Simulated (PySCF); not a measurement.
Vertical excitations of a molecule C2H6N, multiplicity 2 from TDA-PBE0/def2-SVPD (PySCF), as energy in eV (oscillator strength): 4.26 (0.005), 5.52 (0.015), 6.14 (0.010), 6.31 (0.007), 6.55 (0.015), 6.72 (0.009), 6.80 (0.002), 6.89 (0.001), 7.27 (0.026), 7.41 (0.004). Geometry optimised at B3LYP-D3(BJ)/def2-TZVP. One conformer was computed; it need not be the lowest.

Task: Which structure fits?
A) [CH2]CN
B) CC[NH]
C) C[CH]N
D) C[N]C

Result: A, [CH2]CN
